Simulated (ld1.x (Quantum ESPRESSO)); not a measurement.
The numbers below are computed, except where a source is named.
**Hardness and transferability of assorted potentials**

Generated with ld1.x 7.5 (TM, RRKJ, ultrasoft, PAW), atompaw 4.2 or ONCVPSP 4.0.1. The cutoff is in Ry: for ld1.x and atompaw files where the sum of valence levels is converged to 10 mRy in a Bessel basis, for ONCV files where the hardest occupied wave has 1 mHa per electron of residual kinetic energy. The error is the largest all-electron minus pseudo excitation energy over each file’s own four to seven test configurations (ionisations up to +4, promotions, holes and added fractions of an electron), all of which were solved. The labels leave out finer settings (local radius, basis sizes, second energies), which also bear on the numbers. Spin-polarised tests are not counted. The rows are a selection from randomly drawn settings: files with unsolved tests, undetermined cutoffs or missed reference levels are left out.

A true bound ghost makes a file unfit for plane-wave use even where its test errors are small: the radial tests pick states by their node count and pass the ghost by.

```tsv
element	potential	cutoff (Ry)	largest error (meV)	bound ghosts
C	RRKJ, PBEsol, scalar-relativistic, rc 1.25/1.40 (sp), local smoothed, core correction yes, reference 2s2 2p1	50	+158	none
S	PAW, PBE, scalar-relativistic, rc 1.65/1.60/1.30 (spd), local smoothed, core correction yes, reference 3s2 3p4	18	-94	none
Ni	ultrasoft, PBE, scalar-relativistic, rc 1.25/1.75/1.55 (spd), local smoothed, core correction no, reference 3s2 3p6 3d8 4s2 4p0	55	+19	none
Ge	TM, revPBE, scalar-relativistic, rc 1.30/1.85/1.15 (spd), local s, core correction yes, reference 3d10 4s1.75 4p2.25	230	-11	p
Zr	TM, PBE, fully relativistic, rc 2.85/4.20/2.25 (spd), local s, core correction yes, reference 4d2 5s1.5 5p0.5	30	-261	none
Re	PAW, PBE, scalar-relativistic, rc 3.66/4.24/2.76 (spd), local smoothed, core correction yes, reference 5d5 6s1.5 6p0	12	-157	none
```

Task: Fill in the row for Pt: TM, LDA (PZ), scalar-relativistic, rc 2.30/1.25/2.15 (spd), local smoothed, core correction no, reference 5p6 5d9 6s1 6p0.

Result: cutoff 120 Ry, largest error -119 meV, bound ghosts: p, s.
